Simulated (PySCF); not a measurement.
# Energy profile

The step: GaH₃SO ([OH][GaH][SH]) → GaHS ([S][GaH]) + H₂O (still joined by a long Ga–O bond); bonds formed: O2–H4; bonds broken: S3–H4; bonds weakened to dative contacts: Ga1–O2 (atoms numbered as in the saddle structure below).

```xyz
6
angstrom
Ga -0.9080 0.1821 -0.2749
O 0.7899 0.2518 0.6769
S -0.3725 -1.8173 -0.6817
H 0.7383 -0.9025 0.1611
H -1.7693 1.4582 -0.3137
H 1.5217 0.8278 0.4323
```

Electronic energies by CCSD(T) at an estimated basis limit (MP2 extrapolated from triple and quadruple zeta, plus CCSD(T) − MP2 in triple zeta), on PBE0-D4/def2-TZVP structures; GaH₃SO, singlet; no counterpoise correction. PySCF 2.14 with density fitting (its default auxiliary sets; JK sets also for MP2 and CCSD(T)); basis: def2-TZVPP and def2-QZVPP; cores frozen in the correlated methods. Filled d shells of the heavier atoms are correlated. The def2 sets are not built for correlating such inner shells, so the correlated values are less sure here. Extrapolation: Hartree–Fock as exp(−7.88 √X), correlation as X^−2.97.

Task: Give the profile in kcal/mol, counted from the start structure. (An estimate is asked for; the value comes from the calculation.)

Result: The calculation gives:
```json
{"point": "start structure", "kcal/mol": "0.00"}
{"point": "saddle", "kcal/mol": "29.76"}
{"point": "end structure", "kcal/mol": "18.27"}
{"point": "separated: GaHS (linked as [S][GaH]; Ga1, S3, H5; singlet) + H₂O (O2, H4, H6; singlet)", "kcal/mol": "30.47"}
```

T1 diagnostic: at most 0.019.

For scale, one of the runs: CCSD(T)/def2-TZVPP, 163 basis functions, launched by `OMP_NUM_THREADS=4 python run.py`. Hardware: 4 CPU threads of an Arm Neoverse V1, shared host. Wall time 3.4 min; peak host memory 1.5 GiB.
